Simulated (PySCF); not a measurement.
C2H6NO, SMILES CC(N)=[OH+], charge +1.

Geometry: PBE-D3(BJ)/def2-SVP. The isomer is the one that the SMILES or the coordinates give; other isomers of the formula were not compared. The values are those of a single conformer.

All values below come from PBE-D3(BJ)/def2-SVP run with PySCF 2.14.0.

Harmonic, unscaled wavenumbers; measured fundamentals usually lie a few per cent lower.

| mode | ν (cm⁻¹) | IR (km/mol) | moving atoms (share of kinetic energy) |
|---|---|---|---|
| 1 | 105 | 2.1 | H 95 % |
| 2 | 423 | 1.9 | H 40 %, C 26 %, O 18 %, N 16 % |
| 3 | 515 | 12.2 | H 34 %, O 27 %, C 24 %, N 15 % |
| 4 | 516 | 42.5 | H 78 %, O 15 % |
| 5 | 529 | 7.1 | H 62 %, C 33 % |
| 6 | 658 | 269.5 | H 89 %, N 10 % |
| 7 | 737 | 15.2 | H 73 %, C 16 %, N 10 % |
| 8 | 882 | 9.3 | C 42 %, H 27 %, N 18 %, O 14 % |
| 9 | 975 | 5.9 | H 74 %, C 22 % |
| 10 | 1011 | 11.0 | H 54 %, C 45 % |
| 11 | 1056 | 20.8 | H 53 %, O 25 %, N 19 % |
| 12 | 1169 | 146.0 | H 79 %, N 10 %, O 9 % |
| 13 | 1325 | 39.9 | H 84 %, C 15 % |
| 14 | 1384 | 19.7 | H 97 % |
| 15 | 1387 | 6.7 | H 92 % |
| 16 | 1494 | 171.3 | C 56 %, H 32 %, O 10 % |
| 17 | 1521 | 51.7 | H 60 %, C 28 %, O 8 % |
| 18 | 1712 | 251.6 | C 56 %, N 27 %, H 15 % |
| 19 | 2981 | 19.5 | H 97 % |
| 20 | 3064 | 12.7 | H 91 %, C 9 % |
| 21 | 3118 | 4.6 | H 90 %, C 10 % |
| 22 | 3448 | 199.7 | H 96 % |
| 23 | 3579 | 164.4 | H 91 %, N 9 % |
| 24 | 3651 | 215.0 | H 94 % |
